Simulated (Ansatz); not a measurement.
A nudged elastic band was laid between two geometries of H6OSi3 (10 atoms, charge 0, multiplicity 1).

Method: UKS revPBE-D4/STO-3G in Ansatz.

```yaml
movable_images: 7
climbing_image: yes
spring: 5.0 eV/Å²
optimiser: quadratic models (default)
start_path: through a guess of the saddle point
force_threshold: 0.03 eV/Å
iteration_limit: 60
end_points: relaxed
```

Image 0:

```xyz
10
Properties=species:S:1:pos:R:3
O -0.229 1.607 -0.085
Si -0.990 0.309 -1.016
Si 0.197 -1.291 0.070
Si 0.859 0.687 0.963
H -0.752 0.497 -2.453
H -2.448 0.337 -0.841
H 1.177 -2.049 -0.704
H -0.538 -2.211 0.932
H 0.557 0.952 2.376
H 2.250 1.111 0.761
```

Image 8:

```xyz
10
Properties=species:S:1:pos:R:3
O 0.154 1.461 0.167
Si -0.700 0.244 -0.890
Si 0.277 -1.408 0.308
Si 1.442 0.404 1.262
H -0.260 0.577 -2.250
H -2.104 0.661 -0.805
H 0.916 -2.303 -0.659
H -0.777 -2.216 0.928
H 0.436 0.446 2.382
H 0.701 2.084 -0.440
```

Task: Which bonds break or form, and what moves?

Result: Bonds broken: Si4–H10. Bonds formed: O1–H10.

Task: What energy profile does the band end with?

Result: The run converged. The highest image is number 5 of 0 to 8, 64.1 kcal/mol above the first end and 26.9 kcal/mol above the last; the last end lies 37.2 kcal/mol above the first. Neighbouring images differ by up to 1.4 eV, so the band resolves the path poorly. A vibrational analysis at the climbing image gives one clearly imaginary mode, 1155i cm⁻¹: a first-order saddle point. The orbitals stay closed-shell, which can raise the energy where a bond breaks towards radicals; this wasn't checked here. Limits of this set-up: minimal basis.

```tsv
image	path coordinate (Å)	energy (kcal/mol)	Si4–H10 (Å)	O1–H10 (Å)
0	0.00	0.0	1.47	2.67
1	0.46	0.1	1.47	2.67
2	0.91	0.9	1.47	2.64
3	1.37	10.4	1.46	2.33
4	1.82	43.1	1.47	1.89
5	2.28	64.1	1.58	1.40
6	2.66	52.5	1.87	1.09
7	3.05	41.1	2.23	1.03
8	3.43	37.2	2.50	1.03
```

Task: What is the geometry of the highest image?

Result: 
```xyz
10
Properties=species:S:1:pos:R:3
O -0.189 1.559 0.206
Si -0.839 0.320 -0.942
Si 0.234 -1.344 0.155
Si 1.215 0.505 1.082
H -0.395 0.601 -2.310
H -2.298 0.465 -0.934
H 1.024 -2.235 -0.691
H -0.652 -2.170 0.972
H 0.800 0.621 2.501
H 1.185 1.626 -0.035
```

The run took 2.3 min on 1 thread of Intel(R) Xeon(R) 6975P-C (Granite Rapids) (shared host), peak memory 0.14 GiB.
